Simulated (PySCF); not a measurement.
MgI and its ions

UHF-SCS-MP2; basis Mg def2-SVPD, I def2-SVPD with ECP28; scalar-relativistic core potentials; PySCF 2.14. Neutral (UHF): doublet (σ ↑), Re = 2.639 Å, ωe = 301 cm⁻¹, De = 2.14 eV.

MgI⁻ (RHF): singlet (closed shell), Re = 3.010 Å, ωe = 148 cm⁻¹, De = 0.62 eV to Mg + I⁻. The energies at the minima are -496.39136 hartree for MgI and -496.44928 for MgI⁻.

Question: Work out the adiabatic electron affinity, without and with harmonic zero-point energies (1 hartree = 27.2114 eV, 1 eV = 8065.5 cm⁻¹), and the change of the bond length.

Answer: At SCS-MP2: 0.05792 hartree = 1.576 eV between the minima; the zero-point term (301.0 − 148.0)/2 cm⁻¹ = +0.009 eV makes it 1.586 eV. Re changes by +37.1 pm against the neutral. The electron enters a σ orbital, and the ion is left as a loose complex of an ion and an atom.

Correlated steps freeze 5 core orbitals. Correlated levels converge slowly with the basis: in double zeta they bind strong bonds too weakly, by up to about 1 eV, and carry superposition errors of some tenths. These are scalar-relativistic numbers at best; spin–orbit coupling would shift them, the dissociation energy most. For an ion De counts to the pair picked by the measured ionisation energies or electron affinities, which need not be the lowest pair at this level. States were picked by a PBE0 search and need not be the measured ground states.

Neutral and ion stand on different kinds of reference determinant, which adds to the error of the difference.
